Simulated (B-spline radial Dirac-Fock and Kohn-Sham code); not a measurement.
## Ta⁵⁴⁺: scattering cross sections and density moments

System: the Ta⁵⁴⁺ ion in the configuration 1s2 2s2 2p6 3s2 3p6 3d1.

Model: Dirac-Fock densities. Program: a radial atomic solver.

- Sum of ⟨r⟩: 2.291 bohr
- Sum of ⟨r²⟩: 0.4140 bohr²
- Sum of ⟨1/r⟩: 393.84 per bohr
- Langevin diamagnetic susceptibility: -0.328 × 10⁻⁶ cm³/mol
- Lamb shielding (α²/3)Σ⟨1/r⟩: 6991 ppm

Coherent scattering is the Thomson cross section weighted by f₀², without anomalous dispersion; incoherent scattering is Klein-Nishina weighted by S. The Lamb formula is the non-relativistic shielding expression. Electron correlation is left out. A dash stands where the photon energy is too low for the impulse approximation behind that column.

| hν (keV) | coherent (b) | incoherent (b) | incoherent per electron (b) |
| --- | --- | --- | --- |
| 2 | 239.2 | – | – |
| 5 | 234.0 | – | – |
| 20 | 168.0 | – | – |
| 50 | 70.21 | 4.697 | 0.247 |
| 100 | 27.97 | 6.166 | 0.325 |
| 200 | 9.066 | 6.336 | 0.333 |
| 500 | 1.759 | 5.148 | 0.271 |
| 1000 | 0.4667 | 3.908 | 0.206 |

Incoherent scattering overtakes coherent scattering between 200 and 500 keV.

Values without a named source are computed, but for edge energies of neutral atoms, which are taken from tables.
